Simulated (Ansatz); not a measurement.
AuF5, SMILES [Au]([F])([F])([F])([F])[F], multiplicity 1. Atoms are numbered in the order given.

```xyz
6

Au    -0.0076     0.1265     0.0000
F      1.1652     0.7750     1.3347
F     -1.2758    -0.3060    -1.3350
F      0.7379    -1.5733     0.0000
F      1.1652     0.7750    -1.3347
F     -1.2758    -0.3060     1.3350
```
Charge 0, spin multiplicity 1.

Coordinates come from a PBE0-D3(BJ)/def2-SVP optimisation. The spin state was assumed, not searched. The def2 effective core potentials stand for the cores of Au; spin–orbit coupling is left out.

Two levels are set side by side: PBE-D3(BJ)/def2-SVP (Ansatz, a program for electronic structure) and PBE0-D3(BJ)/def2-SVP (Ansatz). Each level has its own optimised geometry; the coordinates shown are those of the second. Differences are taken from unrounded values.

| quantity | PBE0-D3(BJ) | PBE-D3(BJ) | PBE-D3(BJ) minus PBE0-D3(BJ) |
|---|---|---|---|
| mean bond length (Å) | 1.884 | 1.924 | 0.040 |
| bond Au1–F2 (Å) | 1.891 | 1.928 | 0.037 |
| bond Au1–F3 (Å) | 1.891 | 1.928 | 0.037 |
| bond Au1–F4 (Å) | 1.856 | 1.907 | 0.051 |
| bond Au1–F5 (Å) | 1.891 | 1.928 | 0.037 |
| bond Au1–F6 (Å) | 1.891 | 1.928 | 0.037 |

GGA bonds tend to be longer and softer than those of functionals with exact exchange. Differences between two approximate levels are no errors against the true value.
